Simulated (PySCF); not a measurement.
C₃H₆F₂Si, SMILES F[SiH2]C1(F)CC1. Atoms are numbered in the order given.

```xyz
12

F      0.8770     1.9206     0.0000
Si    -0.5804     1.1813     0.0000
C     -0.2008    -0.6526     0.0000
F     -1.3614    -1.4111     0.0000
C      0.9610    -1.2396    -0.7536
C      0.9610    -1.2396     0.7536
H     -1.3169     1.5847     1.2253
H     -1.3169     1.5847    -1.2253
H      1.6368    -0.5630    -1.2848
H      0.7594    -2.1884    -1.2581
H      1.6368    -0.5630     1.2848
H      0.7594    -2.1884     1.2581
```

Geometry: B3LYP-D3(BJ)/def2-SVP. The structure was generated by enumeration, and PubChem lists no compound with its InChIKey, so it may never have been made. One conformer was computed; it need not be the lowest.

These are PBE0/pcSseg-1 in PySCF values and carry that method's errors.

GIAO shieldings, no solvent; atoms listed in one row are averaged. δ = σ(ref) − σ: ¹⁹F against CFCl3 (σ = 167.2 ppm); ²⁹Si against TMS (σ = 352.7 ppm); ¹³C against TMS (σ = 186.3 ppm); ¹H against TMS (σ = 31.56 ppm), references at their B3LYP-D3(BJ)/def2-TZVP geometries, non-relativistic.

Computed chemical shifts:
| nucleus | atoms | count | δ (ppm) |
|---|---|---|---|
| ¹⁹F | F1 | 1 | -235.7 |
| ¹⁹F | F4 | 1 | -253.5 |
| ²⁹Si | Si2 | 1 | -3.9 |
| ¹³C | C3 | 1 | 69.4 |
| ¹³C | C5, C6 | 2 | 12.5 |
| ¹H | H7, H8 | 2 | 5.49 |
| ¹H | H10, H12 | 2 | 1.41 |
| ¹H | H9, H11 | 2 | 1.15 |
